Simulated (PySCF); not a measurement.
Compound: C3H7F3OSi.
InChI=1S/C3H7F3OSi/c1-8-7-2-3(4,5)6/h2,8H2,1H3

Torsions of this conformer, `[CH3:1][SiH2:2][O:3][CH2:4][C:5]([F:6])([F:7])[F:8]`: C1–Si2–O3–C4 -179°, Si2–O3–C4–C5 -179°, O3–C4–C5–F6 61°.

The closed-shell ground state was solved at several levels (PySCF, density fitting, gas phase, non-relativistic). Geometry: PBE0-D3(BJ)/def2-SVP, one conformer, isolated molecule.

| level | basis functions | total energy (Eh) | HOMO (eV) | LUMO (eV) | gap (eV) | dipole (D) |
| --- | --- | --- | --- | --- | --- | --- |
| PBE0/pcSseg-1 | 178 | -782.1491 | -8.53 | 0.55 | 9.08 | 2.70 |
| KT3/pcSseg-1 | 178 | -791.4517 | -7.10 | -0.34 | 6.76 | 2.50 |

(1) Estimate the row for CAM-B3LYP/def2-SVPD, a basis of 232 functions; the other rows only guide the guess.

(2) Over all these levels, which gives the widest orbital gap and which the narrowest?

(3) How far do the dipole and the HOMO energy spread over the levels?

## Answers

(1) Total energy -782.2499 Eh, HOMO -10.03 eV, LUMO 1.08 eV, gap 11.11 eV, dipole 2.86 D.

(2) CAM-B3LYP/def2-SVPD (range-separated hybrid) has the widest, 11.11 eV, and KT3/pcSseg-1 (GGA) the narrowest, 6.76 eV. Functional and basis both differ between the two, so the spread mixes both effects.

(3) The dipole runs from 2.50 to 2.86 D (mean 2.69 D) and the HOMO from -10.03 to -7.10 eV.
